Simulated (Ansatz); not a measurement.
Born–Oppenheimer molecular dynamics of CH4BClO (8 atoms, charge 0, multiplicity 1). It starts from a relaxed structure.

All numbers below come from RKS PBE0-D4/6-31G in Ansatz.

```json
{"ensemble": "NVT, Langevin thermostat", "time step": "0.5 fs", "steps asked": "500", "set temperature": "300 K", "friction": "0.01 /fs", "masses": "H 2.014 u", "seed": "622860"}
```

First frame:

```xyz
8
Properties=species:S:1:pos:R:3
B -0.069 -0.110 0.017
O 0.055 0.129 1.356
H -0.738 0.370 1.860
Cl 1.481 -0.549 -0.817
C -1.389 -0.039 -0.812
H -1.593 -1.008 -1.285
H -2.265 0.242 -0.217
H -1.286 0.684 -1.631
```

Q: How far do the bonds stretch over the last three quarters of this one trajectory? (Pairs bonded in most of those frames.)

A: 
```tsv
bond	mean (Å)	spread (Å)	shortest	longest
B1–O2	1.368	0.019	1.33	1.42
B1–Cl4	1.818	0.024	1.76	1.86
B1–C5	1.561	0.021	1.51	1.60
O2–H3	0.971	0.013	0.95	1.00
C5–H6	1.104	0.035	1.03	1.17
C5–H7	1.099	0.025	1.04	1.16
C5–H8	1.100	0.034	1.04	1.16
```

Mean temperature of the second half: 258 K. The mean temperature of the second half is 14 % below the set value. A run of 0.25 ps of so small a system gives no equilibrium averages. Limits of this set-up: no polarisation functions.

Time of the run: 16 min on 1 thread of Arm Neoverse V1, with other jobs on the host, peak memory 0.1 GiB.
